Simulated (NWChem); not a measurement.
Molecule: C2H5F3Si; SMILES C[C@@H](F)[SiH](F)F

```xyz
11

C     -0.8046    -2.0106     0.3686
C      0.3527    -1.0363     0.3272
F      1.0927    -1.2367    -0.8294
Si    -0.2011     0.7660     0.3627
F      1.0779     1.7360     0.2153
F     -1.1648     1.0413    -0.9024
H     -0.4341    -3.0455     0.3178
H     -1.4871    -1.8452    -0.4783
H     -1.3774    -1.8986     1.3027
H      1.0243    -1.2168     1.1889
H     -0.9325     1.1347     1.5975
```
Atoms are numbered in this order, from 1.

Coordinates come from a PBE0/def2-SVP optimisation.

Give the principal values of the shielding tensors (ppm) of C1, C2, F3, Si4, F5 from PBE0/pcSseg-1, GIAO (NWChem), with their diamagnetic and paramagnetic parts as GIAO splits them.


| atom | σ11 | σ22 | σ33 | isotropic | diamagnetic | paramagnetic |
|---|---|---|---|---|---|---|
| C1 | 152.5 | 169.7 | 183.5 | 168.6 | 250.2 | -81.6 |
| C2 | 65.4 | 79.0 | 161.6 | 102.0 | 249.6 | -147.6 |
| F3 | 397.5 | 404.7 | 479.6 | 427.3 | 473.7 | -46.4 |
| Si4 | 328.0 | 375.9 | 394.4 | 366.1 | 878.3 | -512.2 |
| F5 | 247.7 | 355.0 | 392.5 | 331.7 | 471.4 | -139.7 |
